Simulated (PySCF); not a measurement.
1-fluorocyclopenta-1,3-diene (C5H5F), SMILES FC1=CC=CC1.

Geometry optimised at B3LYP-D3(BJ)/def2-SVP. Other conformers were not sampled.

Two levels are set side by side: PBE/def2-TZVP (PySCF) and ωB97X/def2-TZVP (PySCF). Same geometry, gas phase. Differences are taken from unrounded values.

```csv
quantity,ωB97X
orbital gap (eV),10.11
highest occupied level (eV),-8.56
lowest empty level (eV),1.55
dipole moment (D),1.22
mean polarisability (bohr³),54.4
```

Problem. What does PBE give, and how far is it from ωB97X? (An estimate is asked for; the answer gives what the named calculation found.)

Solution. 
| quantity | PBE | PBE minus ωB97X |
|---|---|---|
| orbital gap (eV) | 3.67 | -6.44 |
| highest occupied level (eV) | -5.21 | 3.35 |
| lowest empty level (eV) | -1.54 | -3.09 |
| dipole moment (D) | 1.03 | -0.18 |
| mean polarisability (bohr³) | 56.2 | 1.8 |

PBE's occupied levels lie high since its potential decays too fast outside the molecule; exact exchange lowers them and widens the gap. PBE's more diffuse valence density responds more strongly to a field. Differences between two approximate levels are no errors against the true value.

Rough cost on one machine, each run with all the roots and properties that it gave: ωB97X against PBE within a factor of 2.
